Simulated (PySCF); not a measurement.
CH₃Cl₂Sn, multiplicity 2. Atoms are numbered in the order given.

```xyz
7

Sn    -0.3456    -0.1293     0.2958
C     -1.1886    -1.4884    -1.1949
H     -0.3842    -2.1909    -1.4512
H     -1.4680    -0.8628    -2.0529
H     -2.0595    -2.0132    -0.7835
Cl    -0.2532     1.9975    -0.7574
Cl     1.9192    -0.7937     0.5614
```
Charge 0, spin multiplicity 2.

Geometry: PBE0-D3(BJ)/def2-SVP. The spin state was assumed, not searched. The isomer is the one that the SMILES or the coordinates give; other isomers of the formula were not compared. The def2 effective core potentials stand for the cores of Sn; spin–orbit coupling is left out.

All values below come from ωB97X/def2-TZVP in PySCF.

ESP charges are fitted to the potential on shells at 1.4 to 2.0 van der Waals radii. Atomic charges (e):

| atom | ESP fit | Mulliken | Löwdin | Mulliken spin |
|---|---|---|---|---|
| Sn1 | 0.46 | [?] | 0.14 | 0.55 |
| C2 | -0.49 | [?] | -0.49 | 0.25 |
| H3 | 0.17 | [?] | 0.13 | 0.00 |
| H4 | 0.17 | [?] | 0.13 | 0.00 |
| H5 | 0.17 | [?] | 0.12 | -0.01 |
| Cl6 | -0.24 | [?] | -0.01 | 0.10 |
| Cl7 | -0.24 | [?] | -0.01 | 0.10 |

Some entries are withheld; supply them. (The exact figures need the calculation; the answer reports its results.)


- Sn1, Mulliken: 0.83
- C2, Mulliken: -0.57
- H3, Mulliken: 0.16
- H4, Mulliken: 0.16
- H5, Mulliken: 0.15
- Cl6, Mulliken: -0.37
- Cl7, Mulliken: -0.37
